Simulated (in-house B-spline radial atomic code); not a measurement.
Configurations of N VI (N5+), with energies counted from 1s2. Method: Dirac-Hartree-Fock, average of configuration, Fermi nucleus of rms radius 2.5582 fm. Calculated with a B-spline radial code for spherical atoms. Energies include first-order Breit, QED and recoil terms.

```
configuration  E - E(ref) (eV)  highest orbital  its <r> (bohr)
 1s1 (2p1/2)1           426.33            2p1/2          0.8155
 1s1 (4p1/2)1           519.95            4p1/2             3.8
 1s1 (4d5/2)1           520.19            4d5/2           3.498
 1s1 (5d5/2)1           531.22            5d5/2           5.747
 1s1 (5g7/2)1           531.23            5g7/2           4.583
```

**Question.** Order these further configurations by energy, lowest first.
A. 1s1 (3p3/2)1
B. 1s1 (5p1/2)1
C. 1s1 (3d3/2)1
D. 1s1 (4f5/2)1
E. 1s1 (5f7/2)1

**Answer.** A (495.81 eV), C (496.37 eV), D (520.2 eV), B (531.09 eV), E (531.23 eV).
